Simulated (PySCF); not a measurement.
Species: C₆H₆NS (doublet state).
Geometry (GFN2-xTB, Å), atoms numbered from 1 in this order:
```xyz
14
C6H6NS angstrom
N     -0.316    2.457    1.372
C     -0.490    1.664    0.565
C     -0.708    0.626   -0.406
C     -1.608   -0.439    0.259
C     -0.877   -1.469    0.583
C      0.557   -1.400    0.255
C      0.570   -0.194   -0.729
S      2.121    0.742   -0.721
H     -1.159    1.060   -1.303
H     -2.652   -0.256    0.421
H      1.147   -1.194    1.153
H      0.947   -2.303   -0.213
H      0.491   -0.570   -1.751
H      1.978    1.276    0.492
```

The hyperfine couplings belong to this conformer and change with its torsions.

As a line formula: `N#C[C@@H]1C=[C]C[C@@H]1S` [radical].

Computed, not measured: UKS B3LYP, pcH-1 on C H N S, non-relativistic, mean-field spin-orbit, GIAO (PySCF 2.14.0). Isolated species at its GFN2-xTB geometry (one conformer only). A GFN2-xTB geometry isn't a minimum of the functional, and hyperfine couplings can be far from their values at a DFT geometry. The SCF solution wasn't tested for stability.

Principal values of hyperfine tensors in MHz (contact, dipolar and spin–orbit terms together), for some of the nuclei:

| atom | isotope | A1 | A2 | A3 |
| --- | --- | --- | --- | --- |
| C5 | 13C | 321.18 | 341.48 | 533.08 |
| C3 | 13C | 49.25 | 50.94 | 70.54 |
| C7 | 13C | 46.04 | 47.08 | 61.32 |
| C4 | 13C | 10.70 | 31.72 | 49.68 |
| C6 | 13C | 21.10 | 21.95 | 42.95 |
| H12 | 1H | 8.95 | 10.73 | 28.41 |
| C2 | 13C | -7.75 | -7.14 | -5.70 |
| H9 | 1H | -10.04 | -7.72 | -0.55 |

Q: Give the isotropic coupling of each nucleus in MHz and in mT (g = 2.0027), and the anisotropic part.

A: a_iso = (A1 + A2 + A3)/3, Ti = Ai − a_iso; 1 mT corresponds to 28.030 MHz. The tensors hold a spin–orbit part: the run splits a_iso into a_FC + a_SO, and T includes its anisotropic share.

```tsv
atom	a_iso (MHz)	a_FC	a_SO	a_iso (mT)	T1	T2	T3
C5	398.58	398.70	-0.12	14.220	-77.40	-57.10	134.49
C3	56.91	56.95	-0.03	2.030	-7.66	-5.97	13.63
C7	51.48	51.45	0.03	1.837	-5.44	-4.40	9.84
C4	30.70	30.71	-0.01	1.095	-20.00	1.02	18.98
C6	28.67	28.67	0.00	1.023	-7.56	-6.72	14.28
H12	16.03	16.03	0.00	0.572	-7.08	-5.30	12.38
C2	-6.87	-6.87	0.00	-0.245	-0.88	-0.28	1.16
H9	-6.10	-6.10	0.00	-0.218	-3.94	-1.62	5.55
```

Q: What spin density at the nucleus of C2 lies behind its contact coupling (g_N = 1.40482)?

A: a_FC = 800.24 MHz bohr³ × g_N × ρ(0)/(2S). With a_FC = -6.87 MHz and 2S = 1, ρ(0) = -0.006109 bohr⁻³.

Q: H10 (1H, g_N = 5.58569) isn't in the table. Its spin density at the nucleus is 0.0102 bohr⁻³. What is its contact coupling?

A: By the same relation, a_FC = 45.6 MHz. Its full tensor has the principal values 39.59, 40.82, 56.34 MHz.

Q: Name the largest traceless tensor T of the table and describe it.

A: C5: -77.4, -57.1, 134.5 MHz (the dipolar term alone has -77.3, -57.1, 134.4), rhombic: the two smaller values differ by 15 % of the largest.

Q: What first-order splitting does C5 cause when the field lies along A1, A2 or A3 of its tensor (g taken as isotropic, no quadrupole term)?

A: 2 lines (I = 1/2), spaced by |A_i|/(g × 13.996): 11.46, 12.18, 19.02 mT along the axes of A1, A2 and A3.

On one thread of an Arm Neoverse V2, on a shared host, this took 80 s wall (with the writing of density and orbital grids) and 0.97 GiB of memory at its peak.
